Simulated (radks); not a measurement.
Values are calculated unless marked as measured or tabulated.
Effect of the nuclear size on the hafnium ion Hf29+, [Kr] 4d7. Level of theory: Dirac Kohn-Sham, BLYP, spin-unpolarised, spherical densities, finite nucleus; open shells are shared between the two j in proportion to 2j + 1; Fermi nuclear charge, rms radius 5.347 fm (a radial shooting solver on a logarithmic mesh with Libxc functionals). The rms radius is varied about that value; shifts are against it.

| rms radius (fm) | total energy shift (eV) | density at nucleus (e/bohr^3) | 1s1/2 shift (meV) | 2s1/2 shift (meV) | 4s1/2 shift (meV) | 4p1/2 shift (meV) | 4d5/2 shift (meV) | 5s1/2 (empty) shift (meV) | 5p1/2 (empty) shift (meV) |
|---|---|---|---|---|---|---|---|---|---|
| 4.3632 | -16.4 | 1.293e+06 | -6680 | -924 | -59.2 | -0.065 | 2.77 | -22.0 | -0.144 |
| 5.1224 | -3.95 | 1.227e+06 | -1610 | -222 | -14.2 | -0.017 | 0.666 | -5.29 | -0.035 |
| 5.347 | 0 | 1.21e+06 | 0.000 | 0.000 | 0.000 | 0.000 | 0.000 | 0.000 | 0.000 |
| 5.7641 | 7.64 | 1.18e+06 | 3110 | 429 | 27.5 | 0.034 | -1.29 | 10.2 | 0.068 |
| 5.9566 | 11.3 | 1.168e+06 | 4590 | 635 | 40.6 | 0.051 | -1.90 | 15.1 | 0.101 |

Slopes of the eigenvalues against <r^2> in GHz/fm^2, as finite differences over the two radii next to the reference (eigenvalue slopes, not the field-shift constants of lines): 1s1/2 163000, 2s1/2 22500, 4s1/2 1440, 4p1/2 1.75, 4d5/2 -67.6, 5s1/2 (empty) 537, 5p1/2 (empty) 3.57.
